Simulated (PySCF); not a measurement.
Predicted microwave data (PBE0-D3(BJ)/def2-SVP geometry optimisation, gas phase in PySCF) for one isomer of C5H14BNO:

```
Rotational constants : A = 3251, B = 1619, C = 1486 MHz
Dipole components    : |μa| = 3.86 D, |μb| = 0.63 D, |μc| = 1.95 D
Inertial defect      : -127.50 u·Å²
κ                    : -0.85
```

**Question.** Which candidate fits, each taken in the one conformer that was computed?
A. `[CH3:1][CH:2]([CH3:3])[O:4][BH:5][N:6]([CH3:7])[CH3:8]` with C1–C2–O4–B5 -96°, C2–O4–B5–N6 176°
B. `[CH3:1][N+:2]1([CH3:3])[BH2-:4][C@H:5]([OH:6])[CH2:7][CH2:8]1` with B4–C5–O6–H 37°, C1–N2–B4–C5 119°, N2–B4–C5–O6 87°, B4–C5–C7–C8 45°, C5–C7–C8–N2 -46°

**Answer.** B. It is C[N+]1(C)[BH2-][C@H](O)CC1, an asymmetric top, point group C1. The candidates at the same level (rigid rotor, commonest isotopes):

| SMILES | A (MHz) | B (MHz) | C (MHz) | μa (D) | μb (D) | μc (D) | Δ (u·Å²) | point group | rotor |
| --- | --- | --- | --- | --- | --- | --- | --- | --- | --- |
| C[N+]1(C)[BH2-][C@H](O)CC1 | 3251 | 1619 | 1486 | 3.86 | 0.63 | 1.95 | -127.50 | C1 | asymmetric top |
| CC(C)OBN(C)C | 4282 | 902.3 | 858.4 | 0.09 | 0.08 | 0.08 | -89.37 | C1 | near-prolate asymmetric top |

`CC(C)OBN(C)C` has B 44 % too low. No structure here is proved a minimum.
